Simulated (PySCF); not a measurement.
C2H6FGaO. Atoms are numbered in the order given.

```xyz
11

Ga     0.0521     0.3582     0.0000
F      1.4165     1.4668     0.0000
C     -1.7879     1.0233     0.0000
H     -2.5122     0.1970     0.0000
H     -1.9470     1.6479     0.8918
H     -1.9470     1.6479    -0.8918
O      0.6291    -1.3276     0.0000
C     -0.1780    -2.4773     0.0000
H      0.0345    -3.0959     0.8913
H      0.0345    -3.0959    -0.8913
H     -1.2655    -2.2612     0.0000
```
Charge 0, spin multiplicity 1.

Coordinates come from a B3LYP-D3(BJ)/def2-SVP optimisation. The structure was generated by enumeration; whether it is a known compound was not checked. Other conformers were not sampled.

Method: PBE/def2-TZVP (PySCF).

ESP charges are fitted to the potential on shells at 1.4 to 2.0 van der Waals radii. Atomic charges (e):

```
atom  Löwdin    IAO  ESP fit
----  ------  -----  -------
Ga1     0.20   1.09     1.02
F2     -0.10  -0.51    -0.45
C3     -0.48  -0.74    -0.81
H4      0.14   0.17     0.20
H5      0.14   0.18     0.20
H6      0.14   0.18     0.20
O7       ___  -0.56    -0.49
C8       ___  -0.20    -0.02
H9       ___   0.14     0.07
H10      ___   0.14     0.07
H11      ___   0.11     0.01
```

Q: Fill in the missing entries. (Estimate from the structure and the level; the computed values follow.)

A: 
- O7, Löwdin: 0.04
- C8, Löwdin: -0.39
- H9, Löwdin: 0.11
- H10, Löwdin: 0.11
- H11, Löwdin: 0.10
